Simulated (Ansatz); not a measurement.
Relaxation of Cl₂GeH₇NOSi (13 atoms, charge 0, multiplicity 1), to a largest force component of 0.03 eV/Å in at most 50 steps.

These are results of RKS PBE/def2-SVP in Ansatz 0.2.0, not measurements.

```xyz
13
Properties=species:S:1:pos:R:3
Ge -0.211 -0.365 0.049
Cl -0.070 -0.444 2.252
Cl 1.740 -0.643 -0.851
O -1.034 1.120 -0.510
H -1.876 0.863 -0.940
H -1.060 -1.601 -0.346
N 1.350 2.156 0.973
H 2.312 1.854 0.790
Si 0.799 3.710 0.378
H 0.768 3.700 -1.126
H -0.572 3.952 0.938
H 1.671 4.882 0.780
H 1.059 1.844 1.922
```

Where does it end, and by what steps?

The run converged. After 9 steps the energy has fallen by 0.192 eV; Ge1 moved furthest, 0.51 Å. Joined: Ge1–N7 (3.11 → 2.23 Å).

```
step  energy less start (eV)  largest force component (eV/Å)  accepted
   0                  0.0000                           0.563       yes
   1                 -0.0240                           0.285       yes
   2                 -0.0529                           0.640       yes
   3                 -0.0748                           1.077       yes
   4                 -0.1313                           0.955       yes
   5                 -0.1823                           0.300       yes
   6                 -0.1888                           0.121       yes
   7                 -0.1910                           0.055       yes
   8                 -0.1914                           0.034       yes
   9                 -0.1916                           0.014       yes
```

```xyz
13
Properties=species:S:1:pos:R:3
Ge 0.014 0.060 0.221
Cl -0.133 -0.332 2.417
Cl 1.934 -0.535 -0.759
O -0.972 1.412 -0.498
H -1.739 1.044 -0.978
H -0.836 -1.165 -0.256
N 1.179 1.854 0.861
H 2.131 1.630 0.527
Si 0.600 3.491 0.305
H 0.645 3.549 -1.185
H -0.730 3.776 0.919
H 1.595 4.487 0.848
H 1.190 1.757 1.889
```

Whether the end is a true minimum wasn't checked by a vibrational analysis.

The run took 30 s on 4 threads of Arm Neoverse V1 (shared host), peak memory 0.24 GiB.
